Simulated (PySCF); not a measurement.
A PySCF script (with the pyscf-properties extension) for the NMR shieldings of SMILES C#C[C@H]1CC[SiH2]N1, C₅H₉NSi, on a PBE0-D3(BJ)/def2-SVP geometry:

```python
import basis_set_exchange as bse
import numpy as np
from pyscf import gto, dft
from pyscf.prop import nmr

atoms = """
C     2.809682    0.053446    0.644933
C     1.822144   -0.122415   -0.034905
C     0.617649   -0.309659   -0.862043
C    -0.395139   -1.255932   -0.186848
C    -1.161729   -0.469302    0.884210
Si   -1.325976    1.244845    0.102381
N    -0.103298    0.931212   -1.104199
H     3.685122    0.209451    1.247891
H     0.940492   -0.759192   -1.819336
H    -1.091082   -1.599464   -0.968822
H     0.114020   -2.142775    0.219942
H    -2.113642   -0.949316    1.153256
H    -0.562181   -0.381194    1.805208
H    -1.020235    2.366982    1.047941
H    -2.662356    1.542851   -0.504033
H     0.416632    1.641718   -1.604195
"""
names = dict.fromkeys(["C", "Si", "N", "H"], "pcSseg-1")
basis = {el: gto.basis.parse(bse.get_basis(n, elements=[el], fmt="nwchem")) for el, n in names.items()}
mol = gto.M(atom=atoms, basis=basis, charge=0, verbose=0)
mf = dft.RKS(mol, xc="PBE0")
mf.grids.level = 2
mf.grids.alignment = dft.numint.BLKSIZE   # the property module wants whole blocks of grid points
mf.conv_tol = 1e-9
mf.kernel()

calc = nmr.RKS(mf)   # GIAO
C = mf.mo_coeff
Co = C[:, mf.mo_occ > 0]
resp = mf.gen_response(singlet=True, hermi=2)
def vind(x):   # induced exchange potential for any number of trial vectors
    d = np.einsum("pi,xij,qj->xpq", C, 2 * x.reshape(-1, C.shape[1], Co.shape[1]), Co, optimize=True)
    return np.einsum("xpq,pi,qj->xij", resp(d - d.transpose(0, 2, 1)), C, Co, optimize=True).ravel()
mo1, _ = nmr.rhf.solve_mo1(calc, with_cphf=vind)
sigma = calc.kernel(mo1)
for i, s in enumerate(sigma):   # ppm
    w = np.linalg.eigvalsh((s + s.T) / 2)
    print("%2d %-2s iso %8.1f  s11 %8.1f  s22 %8.1f  s33 %8.1f" % (i, mol.atom_pure_symbol(i), w.mean(), *w))
```

Question: Give the expected output.

Answer: 
```
 0 C  iso    107.6  s11     37.3  s22     48.7  s33    236.9
 1 C  iso     94.0  s11    -15.2  s22     -3.0  s33    300.1
 2 C  iso    134.9  s11    118.6  s22    131.1  s33    154.9
 3 C  iso    149.3  s11    129.7  s22    148.9  s33    169.3
 4 C  iso    178.6  s11    163.5  s22    175.6  s33    196.6
 5 Si iso    372.3  s11    332.3  s22    353.8  s33    430.8
 6 N  iso    224.5  s11    177.1  s22    216.2  s33    280.3
 7 H  iso     29.1  s11     24.2  s22     24.5  s33     38.7
 8 H  iso     27.2  s11     23.0  s22     25.3  s33     33.4
 9 H  iso     29.5  s11     24.5  s22     27.3  s33     36.6
10 H  iso     29.2  s11     25.0  s22     27.1  s33     35.6
11 H  iso     30.4  s11     25.7  s22     27.0  s33     38.6
12 H  iso     29.9  s11     25.6  s22     27.3  s33     36.7
13 H  iso     26.4  s11     23.0  s22     24.1  s33     32.0
14 H  iso     26.5  s11     22.9  s22     23.8  s33     32.8
15 H  iso     31.0  s11     22.3  s22     28.5  s33     42.1
```

These numbers come from an equivalent density-fitted implementation of the same equations, which agrees with the script to about 0.01 ppm for H and up to a few tenths of a ppm for heavy atoms, so last digits may differ.

Question: Turn these shieldings into chemical shifts. Shifts are taken against calculated references (same method and geometry level): 13C (184.41 ppm) and 29Si (351.99 ppm) and 1H (31.27 ppm) vs TMS; NH3 for 15N (265.67 ppm).

Answer: Averaging equivalent atoms: C 1: 90.4; C 0: 76.8; C 2: 49.6; C 3: 35.1; C 4: 5.8; Si 5: -20.3; N 6: 41.1; H 13: 4.91; H 14: 4.75; H 8: 4.02; H 7: 2.14; H 10: 2.07; H 9: 1.78; H 12: 1.37; H 11: 0.85; H 15: 0.31 ppm. Experimental scales use liquid or dissolved standards, which lie at an offset from isolated NH3 (liquid NH3: subtract about 20 ppm).

Size and cost of the density-fitted run: 171 basis functions, 55 s wall time on 1 thread of an Arm Neoverse N1, shared host; peak memory 0.81 GiB.
